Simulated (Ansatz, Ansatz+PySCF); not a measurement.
```xyz
7

C    -0.1635    0.9974   -0.8186
C     0.0037    0.0033    0.0013
C     0.1591   -0.9936    0.8201
H    -1.0711    1.0838   -1.4041
H     0.5946    1.7622   -0.9403
H    -0.1676   -0.9249    1.8511
H     0.6169   -1.9190    0.4912
```

Basis set: def2-SVP (spherical functions). Frozen core: 3 orbitals. Charge 0, multiplicity 3.

Computed with Ansatz (development build ahead of 0.2.0); each method stands on the lowest determinant of its kind that the runs found.

(1) Give the atomization energy at this shape (free ground-state atoms in the same class of orbitals less the molecule, no zero-point energy) of triplet C3H4 by UHF-MP2, UHF.

## Answers

(1)

```json
{"method": "UHF-MP2", "atomization energy": "24.31 eV"}
{"method": "UHF", "atomization energy": "19.16 eV"}
```

Caution: another spin multiplicity may lie lower; the unrestricted determinant is spin contaminated.
